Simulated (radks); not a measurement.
Values are calculated unless marked as measured or tabulated.
Spherical quantum dot in the effective-mass picture: electrons in a parabolic well V = omega^2 r^2 / 2 with omega = 0.594, with a point charge +1 (a donor) at the centre, all in effective atomic units (hartree* = m*/eps^2 hartree, bohr* = eps/m* bohr), one dielectric constant everywhere. Level of theory: non-relativistic Kohn-Sham, LDA (Slater exchange, Perdew-Wang correlation), spin-polarised, spherical densities (a radial shooting solver with Libxc functionals). Levels are named by radial order and angular momentum (1s, 1p, 1d, 2s, ...), and open shells are averaged over m. Results are scaled to m* = 0.468 and eps = 4.2, for which hartree* = 721.9 meV and bohr* = 0.4749 nm.

N = 24, configuration 1s2 1p6 1d10 2s2 1f(up 4, down 0). This is the lowest configuration that the search found. Occupied and some empty levels:

level,occupation,eigenvalue (meV),<r> (nm)
1s up,1,5713.4,0.8831
1s down,1,5720.3,0.8587
1p up,3,5951.7,1.385
1p down,3,5970.6,1.370
2s up,1,6073.5,1.314
2s down,1,6090.6,1.325
1d up,5,6145.2,1.585
1d down,5,6168.2,1.579
1f up,4,6358.0,1.728
1f down,0,6382.5,1.727
2p up,0,6418.8,1.466
2p down,0,6433.1,1.473
1g up,0,6591.5,1.845
1g down,0,6616.3,1.848
2d up,0,6695.0,1.640
2d down,0,6710.1,1.642

Energy (meV): total 88409.4, kinetic 8912.9, external 25664, Hartree 59774, exchange-correlation -5941.2.

Electron density:

r (nm),n(r) (e/nm^3)
0.218,3.047
0.452,1.308
0.686,0.7805
0.919,0.7336
1.15,0.8097
1.39,0.8018
1.62,0.6392
1.85,0.3877
2.09,0.1719
2.32,0.05417
2.56,0.01194
2.79,0.001853
3.02,0.0002010
